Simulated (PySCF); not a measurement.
I₄Ti, charge +1, doublet, geometry from GFN2-xTB (such geometries of metal compounds can be far from the true shape) (the multiplicity is a formal guess) (all electrons, no relativity); TPSS/STO-3G run with PySCF.

Input for PySCF:
```python
from pyscf import gto, scf, dft

mol = gto.M(
    atom='''
Ti   -0.00000000   -0.00000000   -0.00000000
I     2.11862172   -0.60210670   -1.51271761
I     0.79661383    0.44695538    2.51098433
I    -1.18673407    2.19238879   -0.96150853
I    -1.72850148   -2.03723747   -0.03675819
''',
    basis='sto-3g',
    charge=1,
    spin=1,
    verbose=4,
)

mf = dft.UKS(mol)
mf.xc = 'tpss'
mf.conv_tol = 1e-11
mf.kernel()
mf.analyze()
```

Output, abridged:

```
PySCF version 2.14.0

[INPUT] verbose = 4
[INPUT] num. atoms = 5
[INPUT] num. electrons = 233
[INPUT] charge = 1
[INPUT] spin (= nelec alpha-beta = 2S) = 1
[INPUT] symmetry False subgroup None
[INPUT] Mole.unit = angstrom
[INPUT] Symbol           X                Y                Z      unit          X                Y                Z       unit  Magmom
[...]
nuclear repulsion = 2967.73212049969
number of shells = 52
number of NR pGTOs = 378
number of NR cGTOs = 126
basis = sto-3g
ecp = {}

******** <class 'pyscf.dft.uks.UKS'> ********
method = UKS
initial guess = minao
damping factor = 0
level_shift factor = 0
DIIS = <class 'pyscf.scf.diis.CDIIS'>
diis_start_cycle = 1
diis_space = 8
diis_damp = 0
SCF conv_tol = 1e-11
SCF conv_tol_grad = None
SCF max_cycles = 50
direct_scf = True
direct_scf_tol = 1e-13
number electrons alpha = 117  beta = 116
XC library pyscf.dft.libxc version 7.1.2
    S. Lehtola, C. Steigemann, M. J. T. Oliveira, and M. A. L. Marques,  SoftwareX 7, 1–5 (2018)
XC functionals = tpss
    J. Tao, J. P. Perdew, V. N. Staroverov, and G. E. Scuseria,  Phys. Rev. Lett. 91, 146401 (2003)
    J. P. Perdew, J. Tao, V. N. Staroverov, and G. E. Scuseria,  J. Chem. Phys. 120, 6898 (2004)
    J. Tao, J. P. Perdew, V. N. Staroverov, and G. E. Scuseria,  Phys. Rev. Lett. 91, 146401 (2003)
    J. P. Perdew, J. Tao, V. N. Staroverov, and G. E. Scuseria,  J. Chem. Phys. 120, 6898 (2004)
radial grids:
    Treutler-Ahlrichs [JCP 102, 346 (1995); DOI:10.1063/1.469408] (M4) radial grids

becke partition: Becke, JCP 88, 2547 (1988); DOI:10.1063/1.454033
pruning grids: <function nwchem_prune>
grids dens level: 3
symmetrized grids: False
atomic radii adjust function: <function treutler_atomic_radii_adjust>
small_rho_cutoff = 0
Set gradient conv threshold to 3.16228e-06
tot grids = 108736
init E= -28164.0902376215

cycle= 1 E= -28250.796382758  delta_E= -86.7  |g|= 0.359  |ddm|= 2.46
cycle= 2 E= -28243.9096633287  delta_E= 6.89  |g|= 3.22  |ddm|=  4.1
cycle= 3 E= -28250.8528527223  delta_E= -6.94  |g|= 0.209  |ddm|= 3.51
cycle= 4 E= -28250.8151945718  delta_E= 0.0377  |g|= 0.219  |ddm|=  1.8
cycle= 5 E= -28250.8846027389  delta_E= -0.0694  |g|= 0.0904  |ddm|= 1.63
cycle= 6 E= -28250.8715447595  delta_E= 0.0131  |g|= 0.114  |ddm|= 1.75

cycle= 7 E= -28250.8941280338  delta_E= -0.0226  |g|= 0.0581  |ddm|= 1.19
cycle= 8 E= -28250.8860408632  delta_E= 0.00809  |g|= 0.0844  |ddm|= 1.75

cycle= 9 E= -28250.8948353899  delta_E= -0.00879  |g|= 0.0603  |ddm|= 1.67

cycle= 10 E= -28250.8944285813  delta_E= 0.000407  |g|= 0.056  |ddm|= 1.74

cycle= 11 E= -28250.8941476168  delta_E= 0.000281  |g|= 0.0572  |ddm|= 1.74

cycle= 12 E= -28250.8914153411  delta_E= 0.00273  |g|= 0.0713  |ddm|= 1.73

cycle= 13 E= -28250.895141443  delta_E= -0.00373  |g|= 0.058  |ddm|= 0.495

cycle= 14 E= -28250.8951285303  delta_E= 1.29e-05  |g|= 0.0578  |ddm|= 0.0485

cycle= 15 E= -28250.894754815  delta_E= 0.000374  |g|= 0.0573  |ddm|= 0.913
cycle= 16 E= -28250.8907487232  delta_E= 0.00401  |g|= 0.0687  |ddm|=  1.7

cycle= 17 E= -28250.894738584  delta_E= -0.00399  |g|= 0.0561  |ddm|= 0.359

cycle= 18 E= -28250.8946334077  delta_E= 0.000105  |g|= 0.0568  |ddm|= 0.032

cycle= 19 E= -28250.8956812063  delta_E= -0.00105  |g|= 0.0573  |ddm|=  1.7
cycle= 20 E= -28250.892899281  delta_E= 0.00278  |g|= 0.0616  |ddm|= 1.14

cycle= 21 E= -28250.8943790674  delta_E= -0.00148  |g|= 0.055  |ddm|= 1.68

cycle= 22 E= -28250.8951863559  delta_E= -0.000807  |g|= 0.0556  |ddm|= 1.72

cycle= 23 E= -28250.8937176306  delta_E= 0.00147  |g|= 0.0579  |ddm|= 1.42

cycle= 24 E= -28250.8952449015  delta_E= -0.00153  |g|= 0.0562  |ddm|= 1.69

cycle= 25 E= -28250.8960761578  delta_E= -0.000831  |g|= 0.0549  |ddm|= 0.764

cycle= 26 E= -28250.8947437113  delta_E= 0.00133  |g|= 0.0549  |ddm|= 0.543

cycle= 27 E= -28250.8954180565  delta_E= -0.000674  |g|= 0.0532  |ddm|= 1.55

cycle= 28 E= -28250.8952492919  delta_E= 0.000169  |g|= 0.0535  |ddm|= 0.248

cycle= 29 E= -28250.8951994939  delta_E= 4.98e-05  |g|= 0.0535  |ddm|= 1.53
cycle= 30 E= -28250.8877610239  delta_E= 0.00744  |g|= 0.0787  |ddm|= 1.64
cycle= 31 E= -28250.8934893161  delta_E= -0.00573  |g|= 0.0585  |ddm|= 0.18

cycle= 32 E= -28250.8943625542  delta_E= -0.000873  |g|= 0.055  |ddm|= 0.0659

cycle= 33 E= -28250.8947181293  delta_E= -0.000356  |g|= 0.0544  |ddm|= 0.239

cycle= 34 E= -28250.8964068114  delta_E= -0.00169  |g|= 0.0537  |ddm|= 1.75
cycle= 35 E= -28250.8914538609  delta_E= 0.00495  |g|= 0.0676  |ddm|= 1.37

cycle= 36 E= -28250.8946354585  delta_E= -0.00318  |g|= 0.0557  |ddm|= 0.64
cycle= 37 E= -28250.8906260826  delta_E= 0.00401  |g|= 0.0697  |ddm|= 1.45

cycle= 38 E= -28250.891949467  delta_E= -0.00132  |g|= 0.0691  |ddm|=  1.2

cycle= 39 E= -28250.894755426  delta_E= -0.00281  |g|= 0.0605  |ddm|= 0.275

cycle= 40 E= -28250.895721577  delta_E= -0.000966  |g|= 0.0572  |ddm|= 0.24

cycle= 41 E= -28250.8946396272  delta_E= 0.00108  |g|= 0.0557  |ddm|= 0.978
cycle= 42 E= -28250.8892970535  delta_E= 0.00534  |g|= 0.0739  |ddm|= 1.69

cycle= 43 E= -28250.894584921  delta_E= -0.00529  |g|= 0.0559  |ddm|= 0.12

cycle= 44 E= -28250.8947047727  delta_E= -0.00012  |g|= 0.0609  |ddm|= 1.74
cycle= 45 E= -28250.8909453992  delta_E= 0.00376  |g|= 0.0687  |ddm|= 1.06

cycle= 46 E= -28250.8940516974  delta_E= -0.00311  |g|= 0.0631  |ddm|= 0.825

cycle= 47 E= -28250.8939432312  delta_E= 0.000108  |g|= 0.0577  |ddm|= 0.859

cycle= 48 E= -28250.8949632385  delta_E= -0.00102  |g|= 0.0564  |ddm|= 1.38

cycle= 49 E= -28250.8948638027  delta_E= 9.94e-05  |g|= 0.0556  |ddm|=  1.7

cycle= 50 E= -28250.8948622259  delta_E= 1.58e-06  |g|= 0.0551  |ddm|= 0.248
SCF not converged.
SCF energy = -28250.8948622259 after 50 cycles  <S^2> = 0.75479274  2S+1 = 2.004787
**** SCF Summaries ****
Total Energy =                      -28250.894862225919496
Nuclear Repulsion Energy =            2967.732120499686971
One-electron Energy =               -44792.747255338515970
Two-electron Energy =                13574.120272612908593
Two-electron Coulomb Energy =        14320.011459646777439
DFT Exchange-Correlation Energy =     -745.891187033868050
**** MO energy ****
                             alpha | beta                alpha | beta
[...]
To work with the spin densities directly, `use mulliken_meta_spin()` only printing them here.

 ** Mulliken spin pop alpha/beta on meta-lowdin orthogonal AOs **
 ** Mulliken Spin Density (per AO)  **
spin_pop of  0 Ti 1s       -0.00000
spin_pop of  0 Ti 2s        0.00000
spin_pop of  0 Ti 3s       -0.00001
spin_pop of  0 Ti 4s       -0.01007
spin_pop of  0 Ti 2px       0.00000
spin_pop of  0 Ti 2py       0.00000
spin_pop of  0 Ti 2pz       0.00000
spin_pop of  0 Ti 3px      -0.00002
spin_pop of  0 Ti 3py      -0.00002
spin_pop of  0 Ti 3pz      -0.00002
spin_pop of  0 Ti 4px      -0.00534
spin_pop of  0 Ti 4py      -0.00552
spin_pop of  0 Ti 4pz      -0.00539
spin_pop of  0 Ti 3dxy     -0.01869
spin_pop of  0 Ti 3dyz     -0.02222
spin_pop of  0 Ti 3dz^2    -0.01863
spin_pop of  0 Ti 3dxz     -0.01930
spin_pop of  0 Ti 3dx2-y2   -0.02148
spin_pop of  1 I 1s        0.00000
spin_pop of  1 I 2s        0.00000
spin_pop of  1 I 3s        0.00000
spin_pop of  1 I 4s        0.00000
spin_pop of  1 I 5s        0.00066
spin_pop of  1 I 2px       0.00000
spin_pop of  1 I 2py       0.00000
spin_pop of  1 I 2pz       0.00000
spin_pop of  1 I 3px       0.00000
spin_pop of  1 I 3py       0.00000
spin_pop of  1 I 3pz       0.00000
spin_pop of  1 I 4px       0.00005
spin_pop of  1 I 4py       0.00001
spin_pop of  1 I 4pz       0.00012
spin_pop of  1 I 5px       0.09334
spin_pop of  1 I 5py       0.02652
spin_pop of  1 I 5pz       0.21670
spin_pop of  1 I 3dxy     -0.00000
spin_pop of  1 I 3dyz     -0.00000
spin_pop of  1 I 3dz^2    -0.00000
spin_pop of  1 I 3dxz     -0.00000
spin_pop of  1 I 3dx2-y2   -0.00000
spin_pop of  1 I 4dxy     -0.00000
spin_pop of  1 I 4dyz     -0.00000
spin_pop of  1 I 4dz^2    -0.00000
spin_pop of  1 I 4dxz     -0.00001
spin_pop of  1 I 4dx2-y2   -0.00000
spin_pop of  2 I 1s        0.00000
spin_pop of  2 I 2s        0.00000
spin_pop of  2 I 3s        0.00000
spin_pop of  2 I 4s        0.00000
spin_pop of  2 I 5s        0.00064
spin_pop of  2 I 2px       0.00000
spin_pop of  2 I 2py       0.00000
spin_pop of  2 I 2pz       0.00000
spin_pop of  2 I 3px       0.00001
spin_pop of  2 I 3py       0.00000
spin_pop of  2 I 3pz       0.00000
spin_pop of  2 I 4px       0.00013
spin_pop of  2 I 4py       0.00009
spin_pop of  2 I 4pz       0.00001
spin_pop of  2 I 5px       0.23273
spin_pop of  2 I 5py       0.16543
spin_pop of  2 I 5pz       0.01386
spin_pop of  2 I 3dxy     -0.00000
spin_pop of  2 I 3dyz     -0.00000
spin_pop of  2 I 3dz^2    -0.00000
spin_pop of  2 I 3dxz     -0.00000
spin_pop of  2 I 3dx2-y2   -0.00000
spin_pop of  2 I 4dxy     -0.00000
spin_pop of  2 I 4dyz     -0.00000
spin_pop of  2 I 4dz^2    -0.00001
spin_pop of  2 I 4dxz     -0.00000
spin_pop of  2 I 4dx2-y2   -0.00000
spin_pop of  3 I 1s        0.00000
spin_pop of  3 I 2s        0.00000
spin_pop of  3 I 3s        0.00000
spin_pop of  3 I 4s        0.00000
spin_pop of  3 I 5s        0.00066
spin_pop of  3 I 2px       0.00000
spin_pop of  3 I 2py       0.00000
spin_pop of  3 I 2pz       0.00000
spin_pop of  3 I 3px       0.00000
spin_pop of  3 I 3py       0.00000
spin_pop of  3 I 3pz       0.00001
spin_pop of  3 I 4px       0.00001
spin_pop of  3 I 4py       0.00002
spin_pop of  3 I 4pz       0.00015
spin_pop of  3 I 5px       0.01658
spin_pop of  3 I 5py       0.04204
spin_pop of  3 I 5pz       0.27067
spin_pop of  3 I 3dxy     -0.00000
spin_pop of  3 I 3dyz     -0.00000
spin_pop of  3 I 3dz^2    -0.00000
spin_pop of  3 I 3dxz     -0.00000
spin_pop of  3 I 3dx2-y2   -0.00000
spin_pop of  3 I 4dxy     -0.00000
spin_pop of  3 I 4dyz     -0.00000
spin_pop of  3 I 4dz^2    -0.00000
spin_pop of  3 I 4dxz     -0.00000
spin_pop of  3 I 4dx2-y2   -0.00000
spin_pop of  4 I 1s        0.00000
spin_pop of  4 I 2s        0.00000
spin_pop of  4 I 3s        0.00000
spin_pop of  4 I 4s        0.00000
spin_pop of  4 I 5s        0.00068
spin_pop of  4 I 2px       0.00000
spin_pop of  4 I 2py       0.00000
spin_pop of  4 I 2pz       0.00000
spin_pop of  4 I 3px       0.00000
spin_pop of  4 I 3py       0.00000
spin_pop of  4 I 3pz       0.00000
spin_pop of  4 I 4px       0.00001
spin_pop of  4 I 4py       0.00001
spin_pop of  4 I 4pz       0.00001
spin_pop of  4 I 5px       0.01806
spin_pop of  4 I 5py       0.01489
spin_pop of  4 I 5pz       0.01264
spin_pop of  4 I 3dxy     -0.00000
spin_pop of  4 I 3dyz     -0.00000
spin_pop of  4 I 3dz^2    -0.00000
spin_pop of  4 I 3dxz     -0.00000
spin_pop of  4 I 3dx2-y2   -0.00000
spin_pop of  4 I 4dxy     -0.00001
spin_pop of  4 I 4dyz     -0.00000
spin_pop of  4 I 4dz^2    -0.00000
spin_pop of  4 I 4dxz     -0.00000
spin_pop of  4 I 4dx2-y2   -0.00000
 ** Mulliken Spin Density (per atom)  **
spin density of  0 Ti =     -0.12671
spin density of  1 I =      0.33741
spin density of  2 I =      0.41289
spin density of  3 I =      0.33013
spin density of  4 I =      0.04628
 ** Mulliken pop alpha/beta on meta-lowdin orthogonal AOs **
 ** Mulliken pop       alpha | beta **
In total           117.00000 | 116.00000
 ** Mulliken atomic charges   ( Nelec_alpha | Nelec_beta ) **
charge of  0Ti =      0.88057  (    10.49636     10.62307 )
charge of  1I =      0.08566  (    26.62587     26.28847 )
charge of  2I =      0.16560  (    26.62364     26.21075 )
charge of  3I =      0.07797  (    26.62608     26.29595 )
charge of  4I =     -0.20980  (    26.62804     26.58176 )

WARN: System has nonzero charge 1; the dipole moment is origin-dependent.
Location of origin: [0. 0. 0.]

Dipole moment(X, Y, Z, Debye):  2.80114,  2.97878,  1.04727
```

The run did not converge; its last values are not results.
